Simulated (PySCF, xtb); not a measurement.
Hf(OH)3(SH) (H₄HfO₃S), SMILES [OH][Hf]([OH])([OH])[SH], multiplicity 1.

xtb with GFN2-xTB at its own geometry gives an orbital gap of 2.96 eV and a dipole moment of 4.99 D.

Geometry optimised at B3LYP-D3(BJ)/def2-SVP. The spin state was assumed, not searched. The structure was generated by enumeration; whether it is a known compound was not checked. The def2 effective core potentials stand for the cores of Hf; spin–orbit coupling is left out. The values are those of a single conformer.

Task: What does HF/def2-TZVP run with PySCF give? (An estimate is asked for; the answer gives what the named calculation found.)

Result: gap 11.79 eV (levels -9.71 and 2.08 eV), dipole 3.56 D.
